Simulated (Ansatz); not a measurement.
An input meant for SbSbSbSb tetrahedron (Sb₄) (charge 0, singlet).

```yaml
crystal:
  periodic: [false, false, false]
  atoms:
    - {symbol: Sb, position_ang: [-1.472130, 0.601694, -0.705962]}
    - {symbol: Sb, position_ang: [-0.383826, -1.097101, 1.294847]}
    - {symbol: Sb, position_ang: [0.930259, 1.331305, 0.624351]}
    - {symbol: Sb, position_ang: [0.925687, -0.835899, -1.213236]}
basis:
  gaussian: {orbitals: def2-SVPD}
total_charge: 4
hamiltonian: {xc: {name: r2SCANh}, dispersion: d3bjatm}
scf: {omitted_lower_state_checks: [starts]}
```

```sh
$ ansatz run in.yaml --threads 4 --pin off --events-out ev --progress --plain --max-ram 3916MiB
```

Shortened log:

```
Functional definition: r2SCANh
1660 factors; integrals over basis functions are off by at most 1.4e-4 eV
mean field evaluation 1: about -26094.6751 eV, gradient 4.1e1 eV
mean field evaluation 2: about -26095.4421 eV, gradient 3.9e1 eV
mean field evaluation 4: about -26100.4473 eV, gradient 2.7e0 eV
mean field evaluation 8: about -26100.4822 eV, gradient 8.7e-3 eV
mean field -26100.48216831 eV, -959.1750281433 hartree, gradient 4.2e-5 eV, S^2 0.000000; 0 other end points of the search recorded, 0 dependent functions left out
reference -26100.48218377 eV, -959.1750287114 hartree; 44, 44 occupied and 84, 84 virtual orbitals, 1660 factors
Total energy: -26100.56930774 eV, -959.1782304580 hartree
Checks for a lower state left out: starts
```

In this input the charge is far from what the species holds (4 typed, 0 meant). The run converged. The result belongs to that input, not to the species as meant.

In the def2 sets Sb takes a core potential; there is no spin–orbit coupling.
